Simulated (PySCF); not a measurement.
## Working out the excitation energy of Be

Be [He] 2s2 (1S) → Be [He] 2p2 (3P). Calculation: PySCF 2.14, in aug-cc-pCVTZ-DK (7s6p4d2f, 59 functions); scalar relativity by spin-free X2C-1e. Frozen: nothing. Energies in hartree (1 hartree = 27.21139 eV):

```tsv
part	Be (lower)	Be (upper)
UHF	-14.575388	-14.338383
MP2 opposite-spin	-0.068382	-0.039010
MP2 same-spin	-0.001203	-0.007811
```

Question: What does Hartree-Fock give?

Answer: (-14.338383) − (-14.575388) = 0.237005 hartree = 6.449 eV.

Question: What do MP2 and SCS-MP2 (6/5 opposite-spin, 1/3 same-spin) give?

Answer: The opposite-spin parts differ by 0.799 eV and the same-spin parts by -0.180 eV. MP2: 6.449 + (0.799) + (-0.180) = 7.068 eV. SCS-MP2: 6.449 + 1.2 × (0.799) + (-0.180)/3 = 7.348 eV.

Measured between the centres of the two terms (NIST): 7.401 eV, so MP2 (valence and next inner shell) is off by -0.333 eV.

What remains against the reference includes basis incompleteness and correlation beyond second order.
